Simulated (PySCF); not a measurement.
## Exact mass, isotope pattern and composition

Species: `[N]=COC(F)(F)F` [radical].

Calculated from isotope tables alone.

Problem. Find the molar and monoisotopic masses of C2HF3NO.

Solution. For C2HF3NO, with standard atomic weights, 1 × 14.007 + 2 × 12.011 + 1 × 15.999 + 3 × 18.998 + 1 × 1.008 = 112.030 g/mol. From the most abundant isotopes (14N, 12C, 16O, 19F, 1H), 1 × 14.003074 + 2 × 12.000000 + 1 × 15.994915 + 3 × 18.998403 + 1 × 1.007825 = 112.0010 u.

Problem. What cluster does the singly charged cation M+ show when like nominal masses merge?

Solution. 
| nominal mass | m/z (centroid) | relative intensity |
| --- | --- | --- |
| 112 | 112.0005 | 100.0 |
| 113 | 113.0030 | 2.6 |
| 114 | 114.0047 | 0.2 |

Cut off at 0.1 %. One electron mass, 0.00055 u, is taken off. Abundances used (%; other tables differ somewhat): 14N 99.632, 15N 0.368; 12C 98.93, 13C 1.07; 16O 99.757, 17O 0.038, 18O 0.205; 1H 99.9885, 2H 0.0115.

Problem. Which singly substituted isotopologues are there?

Solution. Intensity in % of the monoisotopic species:

```
isotope  mass shift (u)       m/z  intensity (%)
    15N        +0.99703  112.9975           0.37
    13C        +1.00335  113.0038           2.16
    17O        +1.00422  113.0047           0.04
    18O        +2.00425  114.0047           0.21
```

Species under 0.02 % are left out.

Problem. Protons, neutrons, electrons, and exact less nominal mass of the monoisotopic species?

Solution. 55 protons, 57 neutrons and 55 electrons; 112.0010 − 112 = +0.0010 u.

Problem. What resolving power m/Δm just matches the spacing of the species with one 15N and with one 13C?

Solution. They lie 0.00632 u apart at mass 113.00, so m/Δm is about 18000.

Problem. Give the mass fraction of each element.

Solution. N 12.50 %, C 21.44 %, O 14.28 %, F 50.87 %, H 0.90 %.
